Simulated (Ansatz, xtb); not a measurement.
C3H3F3O3: which of two isomers lies lower

We compare I, `COC(=O)OC(F)(F)F`, a singlet, with II, `O=C(O)COC(F)(F)F`, a singlet. Both are isolated molecules in the gas phase, relaxed with PBE-D3(BJ)/def2-SVP; the shapes shown needn't be the lowest conformers.

I (Å):

```yaml
atoms:
  - { symbol: C, position_ang: [-0.7090, -1.6147, 1.5535] }
  - { symbol: C, position_ang: [-1.4035, 0.1978, 0.2623] }
  - { symbol: C, position_ang: [-1.8383, 1.9406, -1.2872] }
  - { symbol: F, position_ang: [-3.1346, 1.6421, -1.4435] }
  - { symbol: F, position_ang: [-1.3450, 2.3568, -2.4564] }
  - { symbol: F, position_ang: [-1.7259, 2.9294, -0.3908] }
  - { symbol: O, position_ang: [-0.5483, -0.8213, 0.3676] }
  - { symbol: O, position_ang: [-2.2732, 0.5185, 1.0325] }
  - { symbol: O, position_ang: [-1.0924, 0.8305, -0.9277] }
  - { symbol: H, position_ang: [0.0617, -2.4025, 1.4936] }
  - { symbol: H, position_ang: [-0.5616, -0.9967, 2.4614] }
  - { symbol: H, position_ang: [-1.7210, -2.0649, 1.5895] }
```

II (Å):

| atom | x (Å) | y (Å) | z (Å) |
| --- | --- | --- | --- |
| C | 0.6438 | 0.5582 | 0.6888 |
| C | 0.0658 | 0.3775 | 2.0912 |
| C | -2.1396 | 1.1969 | 2.1524 |
| F | -1.8582 | 2.1469 | 1.2312 |
| F | -3.3957 | 0.7852 | 1.9889 |
| F | -2.0350 | 1.8007 | 3.3673 |
| O | 0.0421 | 0.4237 | -0.3508 |
| O | 1.9599 | 0.8683 | 0.7835 |
| O | -1.3285 | 0.1146 | 2.0591 |
| H | 2.2864 | 0.9452 | -0.1397 |
| H | 0.5512 | -0.5030 | 2.5586 |
| H | 0.3125 | 1.2575 | 2.7220 |

Task: Which of the two would you expect CCSD(T)/def2-SVP + ΔMP2/def2-TZVPP electronic energies to favour?

Result: Not settled: CCSD(T)/def2-SVP + ΔMP2/def2-TZVPP gives E(II) − E(I) = −8.7 kJ/mol, but this leans on the basis-set step: CCSD(T) alone gives −3.6 kJ/mol.

The same difference at several levels:

| level | geometry | E(II) − E(I) (kJ/mol) | departure from the last row (kJ/mol) | job, with rough time for the two |
| --- | --- | --- | --- | --- |
| GFN2-xTB | GFN2-xTB | +40.4 | +49.1 | optimisation, 0.15 s |
| HF/STO-3G | GFN2-xTB | +51.4 | +60.1 | single point, 0.46 s |
| r2SCAN-D4/def2-SVP | GFN2-xTB | +0.5 | +9.2 | single point, 4 s |
| PBE-D3(BJ)/def2-SVP | PBE-D3(BJ)/def2-SVP | −2.2 | +6.4 | optimisation, 27 s |
| HF/def2-SVP | PBE-D3(BJ)/def2-SVP | +1.7 | +10.4 | part of the CCSD(T) run |
| MP2/def2-SVP | PBE-D3(BJ)/def2-SVP | −4.1 | +4.6 | part of the CCSD(T) run |
| CCSD(T)/def2-SVP | PBE-D3(BJ)/def2-SVP | −3.6 | +5.1 | single point |
| CCSD(T)/def2-SVP + ΔMP2/def2-TZVPP | PBE-D3(BJ)/def2-SVP | −8.7 |  | single point, 2.1 min |

As drawn, II has 1 C–C, 1 O–H in place of 1 C–O, 1 C–H.

GFN2-xTB, HF/STO-3G put the two in the other order. r2SCAN-D4/def2-SVP, HF/def2-SVP find them nearly level. The largest departure from CCSD(T)/def2-SVP + ΔMP2/def2-TZVPP is that of HF/STO-3G, 60.1 kJ/mol. The last row adds to CCSD(T) the change of the MP2 difference between the two basis sets, here −5.1 kJ/mol.

With thermal terms from frequencies at re-optimised GFN2-xTB minima (ideal gas, soft modes damped towards free rotors, one conformer each, 298.15 K, 1 atm): the zero-point term adds 0.0 kJ/mol; ΔH is −9.9 and ΔG −6.6 kJ/mol.

The correlated steps freeze 9 core orbitals. Programs: Ansatz 0.2.0, xtb 6.7.1; the last row on 4 threads of Arm Neoverse V1 on a shared host.
